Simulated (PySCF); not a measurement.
PySCF input file for Pb(OH)2 (H2O2Pb), SMILES [OH][Pb][OH] (connectivity only; charge and spin as stated), neutral, multiplicity 1, TDDFT-M06-2X/def2-SVPD. Geometry optimised at B3LYP-D3(BJ)/def2-TZVP. The def2 effective core potentials stand for the cores of Pb; spin–orbit coupling is left out. One conformer was computed; it need not be the lowest.

```python
import numpy as np
from pyscf import gto, scf, dft, tdscf

mol = gto.M(
    atom='''
    Pb    0.27040974    0.02241931    0.00000000
    O    -1.23778532    1.46857257    0.00000000
    H    -2.10723275    1.04648766    0.00000000
    O    -1.16767296   -1.52597379    0.00000000
    H    -0.82269939   -2.42566140    0.00000000
    ''',
    basis='def2-SVPD',
    ecp={'Pb': 'def2-svp'},
    charge=0,
    spin=0,
    symmetry=True,
    max_memory=1600,
    verbose=4,
)
mf = dft.RKS(mol, xc='m06-2x').density_fit(auxbasis='def2-universal-jkfit')
mf.grids.level = 4
mf.conv_tol = 1e-9
mf.max_cycle = 100
mf.kernel()
mf.grids = dft.Grids(mol).set(level=2).build(with_non0tab=True)  # coarser grid for the response kernel
td = tdscf.TDDFT(mf)
td.singlet = True
td.nstates = 10
td.conv_tol = 1e-4
td.kernel(x0=td.get_init_guess(mf, 15))
td.analyze()
tt = tdscf.TDA(mf)
tt.singlet = False
tt.nstates = 4
tt.conv_tol = 1e-4
tt.kernel(x0=tt.get_init_guess(mf, 9))
tt.analyze(verbose=3)
```

Output:

```
PySCF version 2.14.0

[INPUT] verbose = 4
[INPUT] num. atoms = 5
[INPUT] num. electrons = 40
[INPUT] charge = 0
[INPUT] spin (= nelec alpha-beta = 2S) = 0
[INPUT] symmetry True subgroup None
[INPUT] Mole.unit = angstrom
[INPUT] Symbol           X                Y                Z      unit          X                Y                Z       unit  Magmom
[INPUT]  1 Pb     0.270409740000   0.022419310000   0.000000000000 AA    0.511000350015   0.042366355802   0.000000000000 Bohr   0.0
[INPUT]  2 O     -1.237785320000   1.468572570000   0.000000000000 AA   -2.339075255807   2.775199951349   0.000000000000 Bohr   0.0
[INPUT]  3 H     -2.107232750000   1.046487660000   0.000000000000 AA   -3.982092778214   1.977575070137   0.000000000000 Bohr   0.0
[INPUT]  4 O     -1.167672960000  -1.525973790000   0.000000000000 AA   -2.206582097460  -2.883672536365   0.000000000000 Bohr   0.0
[INPUT]  5 H     -0.822699390000  -2.425661400000   0.000000000000 AA   -1.554676529947  -4.583835716929   0.000000000000 Bohr   0.0

nuclear repulsion = 120.335409792386
point group symmetry = Cs
symmetry origin: [ 5.66917840e-09 -1.51178093e-09  0.00000000e+00]
symmetry axis x: [1.00000000e+00 2.65112888e-09 0.00000000e+00]
symmetry axis y: [-2.65112888e-09  1.00000000e+00  0.00000000e+00]
symmetry axis z: [0. 0. 1.]
num. orbitals of irrep A' = 66
num. orbitals of irrep A" = 28
number of shells = 38
number of NR pGTOs = 153
number of NR cGTOs = 94
basis = def2-SVPD
ecp = {'Pb': 'def2-svp'}


[settings echo left out]
init E= -319.641550504083
HOMO (A") = -0.792355650522461  LUMO (A") = -0.616737727295273  gap/eV = 4.77881
cycle= 1 E= -343.704420443288  delta_E= -24.1  |g|= 1.53  |ddm|= 14.2
HOMO (A') = -0.172581860965099  LUMO (A') = 0.0215001139599309  gap/eV = 5.28124
cycle= 2 E= -344.011944978478  delta_E= -0.308  |g|= 1.13  |ddm|= 7.43
HOMO (A') = -0.345246321072722  LUMO (A") = -0.0466220922709208  gap/eV = 8.12598
cycle= 3 E= -344.241713755831  delta_E= -0.23  |g|= 0.332  |ddm|= 1.83
HOMO (A') = -0.328888668049661  LUMO (A") = -0.05179370020084  gap/eV = 7.54014
cycle= 4 E= -344.263031158913  delta_E= -0.0213  |g|= 0.042  |ddm|= 0.306
HOMO (A') = -0.331119519804574  LUMO (A") = -0.0490298907816391  gap/eV = 7.67605
cycle= 5 E= -344.263475926778  delta_E= -0.000445  |g|= 0.00505  |ddm|= 0.107
HOMO (A') = -0.331676184046223  LUMO (A") = -0.0492849939082287  gap/eV = 7.68426
cycle= 6 E= -344.263486648033  delta_E= -1.07e-05  |g|= 0.00141  |ddm|= 0.0186
HOMO (A') = -0.331806313318438  LUMO (A") = -0.049297978163636  gap/eV = 7.68744
cycle= 7 E= -344.263487483697  delta_E= -8.36e-07  |g|= 0.000946  |ddm|= 0.00425
HOMO (A') = -0.331803514045898  LUMO (A") = -0.0492971819795556  gap/eV = 7.68739
cycle= 8 E= -344.263487671819  delta_E= -1.88e-07  |g|= 0.000308  |ddm|= 0.00102
HOMO (A') = -0.331819485744131  LUMO (A") = -0.0492955264864121  gap/eV = 7.68787
cycle= 9 E= -344.263487705075  delta_E= -3.33e-08  |g|= 4.25e-05  |ddm|= 0.000574
HOMO (A') = -0.331825394718521  LUMO (A") = -0.0492952027098741  gap/eV = 7.68804
cycle= 10 E= -344.26348770669  delta_E= -1.62e-09  |g|= 1.1e-05  |ddm|= 0.000149
HOMO (A') = -0.331826781039631  LUMO (A") = -0.0492949729014565  gap/eV = 7.68808
cycle= 11 E= -344.263487706792  delta_E= -1.01e-10  |g|= 2.76e-06  |ddm|= 4.19e-05
HOMO (A') = -0.331826382276684  LUMO (A") = -0.0492946899793103  gap/eV = 7.68808
Extra cycle  E= -344.263487706796  delta_E= -4.21e-12  |g|= 1.77e-06  |ddm|= 9.09e-06
converged SCF energy = -344.263487706796
tot grids = 48144


******** <class 'pyscf.tdscf.rks.TDDFT'> for <class 'pyscf.df.df_jk.DFSymAdaptedRKS'> ********
nstates = 10 singlet
deg_eia_thresh = 1.000e-03
wfnsym = None
conv_tol = 0.0001
eigh lindep = 1e-12
eigh level_shift = 0
eigh max_cycle = 100


Excitation energies (eV)
[4.56970335 5.4156899  5.56925698 5.98316114 6.57473637 6.65241825
 6.91543284 7.23963953 7.31332448 7.5229736 ]

** Singlet excitation energies and oscillator strengths **
Excited State   1:   A"      4.56970 eV    271.32 nm  f=0.0453
      20 -> 21       -0.70137
Excited State   2:   A'      5.41569 eV    228.94 nm  f=0.0024
      19 -> 21        0.66390
      20 -> 22       -0.18629
Excited State   3:   A"      5.56926 eV    222.62 nm  f=0.0000
      17 -> 21        0.69745
Excited State   4:   A'      5.98316 eV    207.22 nm  f=0.0034
      17 -> 22       -0.12427
      18 -> 21        0.63716
      20 -> 22        0.13820
      20 -> 24        0.17226
Excited State   5:   A"      6.57474 eV    188.58 nm  f=0.0225
      18 -> 22       -0.26423
      18 -> 24       -0.15452
      19 -> 22        0.59842
      19 -> 23       -0.12131
Excited State   6:   A'      6.65242 eV    186.37 nm  f=0.2388
      17 -> 23        0.10080
      18 -> 21        0.15110
      19 -> 21       -0.16657
      20 -> 22       -0.64611
Excited State   7:   A"      6.91543 eV    179.29 nm  f=0.0029
      18 -> 22        0.34441
      18 -> 24       -0.10741
      19 -> 22        0.17256
      19 -> 24       -0.54585
      19 -> 32        0.11450
Excited State   8:   A'      7.23964 eV    171.26 nm  f=0.3210
      17 -> 22        0.23506
      18 -> 21       -0.14051
      20 -> 23       -0.33762
      20 -> 24        0.52911
Excited State   9:   A'      7.31332 eV    169.53 nm  f=0.0941
      17 -> 22       -0.23784
      20 -> 23        0.49388
      20 -> 24        0.40085
Excited State  10:   A"      7.52297 eV    164.81 nm  f=0.0005
      18 -> 22       -0.47297
      18 -> 23        0.10952
      19 -> 22       -0.16414
      19 -> 23        0.27500
      19 -> 24       -0.33329
      19 -> 28        0.11579

** Transition electric dipole moments (AU) **
state          X           Y           Z        Dip. S.      Osc.
  1         0.0000     -0.0000     -0.6361      0.4047      0.0453
  2         0.0591     -0.1199      0.0000      0.0179      0.0024
  3        -0.0000     -0.0000     -0.0149      0.0002      0.0000
  4         0.0110     -0.1513     -0.0000      0.0230      0.0034
  5        -0.0000     -0.0000     -0.3734      0.1394      0.0225
  6         0.1052      1.2060     -0.0000      1.4654      0.2388
  7        -0.0000     -0.0000     -0.1306      0.0171      0.0029
  8        -1.3418     -0.0965      0.0000      1.8097      0.3210
  9        -0.4612      0.5589      0.0000      0.5251      0.0941
 10        -0.0000     -0.0000     -0.0523      0.0027      0.0005

WARN: ECP detected. Skipping calculation of transition velocity and magnetic dipole moments, which have not yet been implemented.



******** <class 'pyscf.tdscf.rks.TDA'> for <class 'pyscf.df.df_jk.DFSymAdaptedRKS'> ********
nstates = 4 triplet
deg_eia_thresh = 1.000e-03
wfnsym = None
conv_tol = 0.0001
eigh lindep = 1e-12
eigh level_shift = 0
eigh max_cycle = 100


Excitation energies (eV)
[3.72666761 4.73597003 5.289033   5.40009205]

** Triplet excitation energies and oscillator strengths **
Excited State   1:   A"      3.72667 eV    332.69 nm  f=0.0000
Excited State   2:   A'      4.73597 eV    261.79 nm  f=0.0000
Excited State   3:   A'      5.28903 eV    234.42 nm  f=0.0000
Excited State   4:   A"      5.40009 eV    229.60 nm  f=0.0000
```

The calculation finished and met its thresholds.
